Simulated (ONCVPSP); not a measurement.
# Before and after: ONCV potential for lead (Pb)

```
Element                 : lead (Pb)
Generator               : ONCVPSP 4.0.1
Type                    : optimised norm-conserving Vanderbilt (ONCV)
Functional              : PBEsol
Relativity              : fully relativistic
Frozen core             : [Kr] 4d10 4f14
Valence charge          : 22
Reference configuration : 5s2 5p6 5d10 6s1.5 6p2.5
Partial waves           : 5s+6s: rc 1.45 bohr, ncon 4, nbas 8, qcut 6.5 1/bohr, 2 projectors; 5p+6p: rc 1.40 bohr, ncon 4, nbas 7, qcut 8.3 1/bohr, 2 projectors; 5d: rc 1.90 bohr, ncon 4, nbas 8, qcut 7.1 1/bohr, 2 projectors, debl 2.6 Ha
Local potential         : polynomial inside 1.35 bohr (lpopt 5, dvloc0 4 Ha)
Core correction         : none
```

Open shells are filled in proportion to 2j + 1.

All-electron outer shells of the reference configuration (PBEsol, scalar-relativistic, ld1.x):

| shell | level (eV) | outermost node (bohr) | outermost maximum (bohr) |
| --- | --- | --- | --- |
| 4d | -402.84 | 0.19 | 0.39 |
| 5s | -145.12 | 0.45 | 0.79 |
| 4f | -133.87 | – | 0.35 |
| 5p | -86.74 | 0.49 | 0.88 |
| 5d | -22.03 | 0.52 | 1.07 |
| 6s | -12.67 | 1.01 | 1.95 |
| 6p | -3.89 | 1.18 | 2.60 |

Change: d: rc 2.5.

Cutoffs: the cutoffs (Ha) at which the residual kinetic energy of the hardest occupied pseudo-wave falls to 1 and 0.1 mHa per electron; they do not see the model core or the augmentation charge, which bear on the density cutoff. Errors are all-electron minus pseudo energies relative to the spin-unpolarised reference configuration.

Problem. What does the change do?

Solution. The potential gets neither clearly harder nor softer (28 Ha and 86 Ha → 28 Ha and 86 Ha); the p channel sets the loose cutoff, while the largest relative change is in d, which becomes softer; of the 4 tests that both files solve, the error grows in 1 and shrinks in 0 by more than 15 % and 0.3 meV (median size 0.7 → 1.0 meV); neither file shows a bound ghost.

```tsv
quantity	base	changed
cutoff, loose	28 Ha	28 Ha
cutoff, tight	86 Ha	86 Ha
loose cutoff by channel	s 22 Ha, p 28 Ha, d 21 Ha	s 22 Ha, p 28 Ha, d 17 Ha
bound ghosts	none	none
GHOST(+) flags under 300 eV	none	none
error for 5s2 5p6 5d10 6s2 6p2, meV [ΔE -4.25 eV]	-0.4	-0.7
error for 5s2 5p6 5d10 6s2 6p1, meV [ΔE 2.47 eV]	+0.1	-0.2
error for 5s2 5p6 5d10 6s2 6p0, meV [ΔE 16.08 eV]	+1.1	+1.2
error for 5s2 5p6 5d9 6s2 6p2, meV [ΔE 22.82 eV]	+11	+97
s: phases at 1.47 bohr within 0.05 rad from the reference energy up to (Ha; the scan ends near 5)	to the end of the scan	to the end of the scan
p3/2: phases at 1.42 bohr within 0.05 rad from the reference energy up to (Ha; the scan ends near 5)	to the end of the scan	to the end of the scan
p1/2: phases at 1.42 bohr within 0.05 rad from the reference energy up to (Ha; the scan ends near 5)	to the end of the scan	to the end of the scan
```
